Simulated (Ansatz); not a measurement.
Caution, from a PySCF single point (PBE0-D3(BJ)/def2-TZVP) at this geometry: the restricted solution is unstable towards spin-unrestricted or complex orbitals, so a lower solution exists and this singlet may not be the ground state. This singlet lies 0.90 eV below the relaxed triplet at the level composite: frozen-core CCSD(T) with HF/cc-pVQZ and the correlation energy extrapolated as X^-3 from cc-pVTZ and cc-pVQZ, plus CCSDT(Q) minus CCSD(T) in cc-pVDZ // PBE0-D3(BJ)/def2-TZVP (Ansatz, a quantum-chemistry and plane-wave program).

A geometry relaxed with PBE0-D3(BJ)/def2-TZVP run with Ansatz, charge 0, multiplicity 1:

```xyz
3

Cl     1.3949    -0.3278     0.0000
Cl    -1.3945    -0.3295     0.0000
C     -0.0004     0.6573     0.0000
```

Problem. Write the SMILES of this molecule.

Solution. `Cl[C]Cl`
